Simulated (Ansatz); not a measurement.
Reactions of C$_{2}$H$_{6}$ClNSi, SMILES `CC(Cl)=N[SiH3]`.

Program: Ansatz. Geometries: PBE0-D4/def2-TZVP. ΔE: electronic, gas phase. CBS: MP2 limit from def2 TZ/QZ plus the TZ coupled-cluster correction, frozen cores. This one scheme is used for every species. Double bonds are as drawn, so ΔE can hold a change between cis and trans. For Ge outer-core shells are correlated without core-valence functions, which leaves a few kJ/mol of doubt a bond. Scalar relativity is left out up to krypton. One conformer a species, not always the lowest.

**Question.** Order these by ΔE at CCSD(T)/CBS, lowest first. (An estimate is asked.)
A. `C/C(Cl)=N\[SiH3]` + `NC([SiH3])S` → `NC([SiH3])S[SiH3]` + `CC(=N)Cl`
B. `C/C(Cl)=N\[SiH3]` + `[SiH3]P` → `[SiH3]P[SiH3]` + `CC(=N)Cl`
C. `C/C(Cl)=N\[SiH3]` + `O[SiH](Cl)Cl` → `[SiH3]O[SiH](Cl)Cl` + `CC(=N)Cl`
D. `C/C(Cl)=N\[SiH3]` + `[Cl][GeH]1[CH2][O]1` → `[SiH3][C@H]1[O][Ge@@H]1[Cl]` + `CC(=N)Cl`
E. `C/C(Cl)=N\[SiH3]` + `OBS` → `[SiH3]OBS` + `CC(=N)Cl`

**Answer.** C (-73.5 kJ/mol), E (-53.3 kJ/mol), A (-28.2 kJ/mol), B (+1.7 kJ/mol), D (+29.4 kJ/mol).

Largest T1 diagnostic: 0.013, for `[SiH3][C@H]1[O][Ge@@H]1[Cl]`.
